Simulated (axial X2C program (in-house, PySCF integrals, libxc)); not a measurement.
## Spin–orbit effects down a group: molecules with B (ions), PBE0

Calculated with an in-house relativistic program for diatomic molecules, spin-free (one-electron X2C) or two-component (2c: spin–orbit coupling with atomic mean-field Coulomb and Gaunt terms, which also bring small scalar terms), in Dyall basis sets with cores contracted in-house; open shells are unrestricted.

Basis sets: Ag dyall-acv3z, Au dyall-acv3z, B dyall-av3z, Cu dyall-acv3z.

| molecule | spin-free state | Re (Å) | ωe (cm⁻¹) | De (eV) | 2c state | Re 2c (Å) | ωe 2c (cm⁻¹) | De 2c (eV) |
| --- | --- | --- | --- | --- | --- | --- | --- | --- |
| CuB⁻ | M_S = 1/2, Λ = 1 | 1.911 | 505.2 | 2.05 | Ω = 1/2 | 1.909 | 506.4 | 2.06 |
| AgB⁻ | M_S = 1/2, Λ = 1 | 2.102 | 402.2 | 1.60 | Ω = 1/2 | 2.093 | 406.8 | 1.62 |
| AuB⁻ | M_S = 1/2, Λ = 1 | 1.955 | 574.6 | 2.30 | Ω = 1/2 | 1.931 | 609.8 | 2.49 |

Fragments in 2c: Cu- + B, Ag- + B, Au- + B. Each entry is the lowest single determinant of a limited PBE0 search at one distance. De goes to single-determinant-based atoms at the same level (for ions the charge split of lowest energy) and is withheld (n/a) where an atom does not fit its ground term or J level. Main or longest-lived isotopes. Some light 2c atoms are not at their ground J level, so De misses part of their lowering (0.04 eV or less). The functionals have no current term, which raises determinants with orbital currents.
